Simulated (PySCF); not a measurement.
Correlation energy of Ir (iridium, neutral)

[Xe] 4f14 5d7 6s1 6p1, one real determinant (an excited configuration). Computed with PySCF 2.14 in ANO-RCC-VTZP (8s7p5d3f1g, 84 functions), with the spin-free X2C one-electron Hamiltonian (Gaussian nucleus). Frozen: [Kr] 4d10 4f14; 17 electrons correlated.

```
  level  correlation energy (mhartree)
   CCSD                        -424.64
    (T)                         -12.84
CCSD(T)                        -437.48
```

Diagnostics: T1 = 0.014, D1 = 0.0623, largest double amplitude 0.064.

Q: Is a single reference adequate?

A: Yes, within this model without spin-orbit coupling: T1 lies below 0.03 and no double amplitude reaches 0.07.

The basis was made for the ground configuration and has no added diffuse functions, which can raise the energy of the promoted electron.

The reference is one real determinant that mixes LS terms of this configuration.
